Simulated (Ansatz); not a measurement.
Program: Ansatz. Geometries: PBE0-D4/def2-TZVP. ΔE: electronic, gas phase. CCSD(T)/CBS is the MP2 limit (def2-TZVPP, def2-QZVPP) plus CCSD(T) − MP2 in def2-TZVPP, frozen cores. This one scheme is used for every species. Functionals use def2-TZVPP. B3LYP here is the variant with VWN-RPA as its local correlation; programs differ in this. For Ge, Se outer-core shells are correlated without core-valence functions, which leaves a few kJ/mol of doubt a bond. Scalar relativity is left out up to krypton. Each species was taken in one conformer, which may not be the lowest.

Reaction (ligand exchange at a Ge–O bond): `C[O][GeH]([OH])[Cl]` + H₂Se → `C[O][GeH]([Cl])[SeH]` + H₂O

```json
{"level": "PBE-D4", "ΔE (kJ/mol)": "-29.8", "difference from CCSD(T)/CBS": "-5.1"}
{"level": "B3LYP-D4", "ΔE (kJ/mol)": "-23.1", "difference from CCSD(T)/CBS": "1.6"}
{"level": "ωB97M-V", "ΔE (kJ/mol)": "-19.5", "difference from CCSD(T)/CBS": "5.2"}
{"level": "B2PLYP", "ΔE (kJ/mol)": "-16.1", "difference from CCSD(T)/CBS": "8.6"}
{"level": "PBE", "ΔE (kJ/mol)": "-24.9", "difference from CCSD(T)/CBS": "-0.2"}
{"level": "r2SCAN", "ΔE (kJ/mol)": "-19.4", "difference from CCSD(T)/CBS": "5.3"}
{"level": "HF/def2-TZVPP", "ΔE (kJ/mol)": "-2.9", "difference from CCSD(T)/CBS": "21.8"}
{"level": "SCS-MP2/def2-TZVPP", "ΔE (kJ/mol)": "-16.4", "difference from CCSD(T)/CBS": "8.3"}
{"level": "CCSD/def2-TZVPP", "ΔE (kJ/mol)": "-15.2", "difference from CCSD(T)/CBS": "9.5"}
{"level": "CCSD(T)/def2-TZVPP", "ΔE (kJ/mol)": "-17.6", "difference from CCSD(T)/CBS": "7.1"}
{"level": "HF/def2-QZVPP", "ΔE (kJ/mol)": "-2.0", "difference from CCSD(T)/CBS": "22.7"}
{"level": "MP2/def2-QZVPP", "ΔE (kJ/mol)": "-27.2", "difference from CCSD(T)/CBS": "-2.5"}
{"level": "SCS-MP2/def2-QZVPP", "ΔE (kJ/mol)": "-19.4", "difference from CCSD(T)/CBS": "5.3"}
{"level": "HF/CBS(def2)", "ΔE (kJ/mol)": "-1.8", "difference from CCSD(T)/CBS": "22.9"}
{"level": "MP2/CBS(def2)", "ΔE (kJ/mol)": "-30.6", "difference from CCSD(T)/CBS": "-5.9"}
{"level": "CCSD/CBS(def2)", "ΔE (kJ/mol)": "-22.2", "difference from CCSD(T)/CBS": "2.5"}
{"level": "CCSD(T)/CBS", "ΔE (kJ/mol)": "-24.7", "difference from CCSD(T)/CBS": "0"}
```

Largest T1 diagnostic among the species: 0.011.

In def2-TZVPP, CCSD(T) changes the Hartree–Fock value by −14.7 kJ/mol (the triples alone add −2.4 kJ/mol) and MP2 by −20.6 kJ/mol. The D4 term adds −8.3 kJ/mol with B3LYP and −4.6 kJ/mol with PBE0; it sums over pairs of atoms, weighted by their polarisabilities, and B3LYP, whose exchange is more repulsive, gets the larger term.
